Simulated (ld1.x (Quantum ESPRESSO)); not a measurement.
**Reading a pseudo-wave (O (Z = 8))**

Columns: radius, all-electron u(r) and pseudo u(r) of the 2s shell (level -31.26 eV) of oxygen in the configuration [He] 2s2 2p3.5; Wu–Cohen, scalar-relativistic, TM scheme, ld1.x (Quantum ESPRESSO) 7.5.

| r (bohr) | all-electron | pseudo |
| --- | --- | --- |
| 0.062 | 0.3802 | -0.0572 |
| 0.125 | 0.4171 | -0.1183 |
| 0.188 | 0.2857 | -0.1859 |
| 0.250 | 0.0891 | -0.2616 |
| 0.312 | -0.1226 | -0.3487 |
| 0.375 | -0.3255 | -0.4491 |
| 0.438 | -0.5030 | -0.5582 |
| 0.500 | -0.6480 | -0.6670 |
| 0.562 | -0.7630 | -0.7672 |
| 0.625 | -0.8508 | -0.8512 |
| 0.688 | -0.9124 | -0.9124 |
| 0.750 | -0.9507 | -0.9507 |
| 0.812 | -0.9706 | -0.9706 |
| 0.875 | -0.9752 | -0.9752 |
| 0.938 | -0.9671 | -0.9671 |
| 1.000 | -0.9494 | -0.9494 |
| 1.062 | -0.9244 | -0.9244 |
| 1.125 | -0.8932 | -0.8932 |
| 1.188 | -0.8579 | -0.8579 |
| 1.250 | -0.8205 | -0.8205 |
| 1.312 | -0.7814 | -0.7814 |
| 1.375 | -0.7408 | -0.7408 |
| 1.438 | -0.6999 | -0.6999 |
| 1.500 | -0.6601 | -0.6601 |
| 1.562 | -0.6209 | -0.6209 |
| 1.625 | -0.5822 | -0.5822 |

(1) How many radial nodes do the two functions have?

(2) At about which radius was the pseudo-wave matched?

(3) Is the pseudo-wave norm-conserving?

Results:

(1) The all-electron 2s function has n − l − 1 = 1; the pseudo-wave has 0, since the states of the same l below it are removed with the core.

(2) 0.75 bohr. The columns agree to 0.0005 from 0.62 bohr on; several derivatives are matched, so the curves merge somewhat inside the radius.

(3) Yes: the TM scheme keeps the norm inside the radius equal to the all-electron one, which fixes the energy derivative of the logarithmic derivative at the level.
